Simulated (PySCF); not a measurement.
Species: C7H6N2.
Atom-mapped SMILES: `[cH:1]1[cH:2][cH:3][c:4]2[nH:5][n:6][cH:7][c:8]2[cH:9]1` (hydrogens: H10 on C1; H11 on C2; H12 on C3; H13 on N5; H14 on C7; H15 on C9)

The same species was optimised twice, with GFN2-xTB and with PBE0-D3(BJ)/def2-SVP (PySCF), and the same property calculations (PySCF, gas phase) were run on both structures.

| coordinate | GFN2-xTB | PBE0-D3(BJ)/def2-SVP | change |
| --- | --- | --- | --- |
| C1–C2 (Å) | 1.402 | 1.413 | +0.011 |
| C3–C4 (Å) | 1.392 | 1.403 | +0.011 |
| C1–C9 (Å) | 1.374 | 1.384 | +0.010 |
| C2–C3 (Å) | 1.375 | 1.384 | +0.009 |
| C8–C9 (Å) | 1.397 | 1.406 | +0.009 |
| C7–C8 (Å) | 1.420 | 1.429 | +0.009 |
| N6–C7 (Å) | 1.308 | 1.315 | +0.007 |
| C4–N5 (Å) | 1.358 | 1.362 | +0.004 |
| N5–N6 (Å) | 1.341 | 1.338 | -0.003 |
| C4–C8 (Å) | 1.417 | 1.417 | 0.000 |
| C4–N5–N6 (°) | 111.8 | 112.9 | +1.1 |
| N5–N6–C7 (°) | 107.3 | 106.5 | -0.8 |
| C1–C9–C8 (°) | 118.0 | 118.4 | +0.4 |
| N5–C4–C8 (°) | 105.9 | 105.5 | -0.4 |
| C2–C1–C9 (°) | 121.6 | 121.1 | -0.5 |
| C3–C4–C8 (°) | 121.8 | 122.2 | +0.4 |
| C7–C8–C9 (°) | 136.2 | 136.5 | +0.3 |
| C4–C8–C9 (°) | 119.8 | 119.6 | -0.2 |

Rotational constants: A = 4017, B = 1662, C = 1175 MHz (GFN2-xTB) against A = 3996, B = 1637, C = 1162 MHz (PBE0-D3(BJ)/def2-SVP). Point groups within 0.08 Å: Cs and Cs.

On the GFN2-xTB structure: HOMO (eV) -6.57 [PBE0/pcSseg-1]; LUMO (eV) -0.88 [PBE0/pcSseg-1]; dipole (D) 1.71 [PBE0/pcSseg-1]; GIAO shielding of C1 (ppm) 61.3 [PBE0/pcSseg-1]; GIAO shielding of C2 (ppm) 55.9 [PBE0/pcSseg-1]; GIAO shielding of C3 (ppm) 74.1 [PBE0/pcSseg-1]; GIAO shielding of C4 (ppm) 42.5 [PBE0/pcSseg-1]; GIAO shielding of N5 (ppm) 69.4 [PBE0/pcSseg-1]; GIAO shielding of N6 (ppm) -86.8 [PBE0/pcSseg-1]; GIAO shielding of C7 (ppm) 49.3 [PBE0/pcSseg-1]; GIAO shielding of C8 (ppm) 57.8 [PBE0/pcSseg-1].

Q: What do these properties become on the PBE0-D3(BJ)/def2-SVP structure?

A: 
| property | level | on GFN2-xTB | on PBE0-D3(BJ)/def2-SVP | change |
| --- | --- | --- | --- | --- |
| HOMO (eV) | PBE0/pcSseg-1 | -6.57 | -6.55 | +0.02 |
| LUMO (eV) | PBE0/pcSseg-1 | -0.88 | -0.94 | -0.06 |
| dipole (D) | PBE0/pcSseg-1 | 1.71 | 1.74 | +0.03 |
| energy, GFN2-xTB geometry as zero (kcal/mol) | PBE0/pcSseg-1 | 0.0 | -0.3 | -0.3 |
| GIAO shielding of C1 (ppm) | PBE0/pcSseg-1 | 61.3 | 58.5 | -2.8 |
| GIAO shielding of C2 (ppm) | PBE0/pcSseg-1 | 55.9 | 53.0 | -2.9 |
| GIAO shielding of C3 (ppm) | PBE0/pcSseg-1 | 74.1 | 71.7 | -2.4 |
| GIAO shielding of C4 (ppm) | PBE0/pcSseg-1 | 42.5 | 41.9 | -0.6 |
| GIAO shielding of N5 (ppm) | PBE0/pcSseg-1 | 69.4 | 68.0 | -1.4 |
| GIAO shielding of N6 (ppm) | PBE0/pcSseg-1 | -86.8 | -85.4 | +1.4 |
| GIAO shielding of C7 (ppm) | PBE0/pcSseg-1 | 49.3 | 47.2 | -2.1 |
| GIAO shielding of C8 (ppm) | PBE0/pcSseg-1 | 57.8 | 57.0 | -0.8 |

The heavy atoms differ by 0.013 Å rms after alignment. Among bonds between heavy atoms C1–C2, C1–C9 and C3–C4 change most and about equally (+0.010 to +0.011 Å). Changes are differences of the printed values. Neither structure is proved a minimum here.
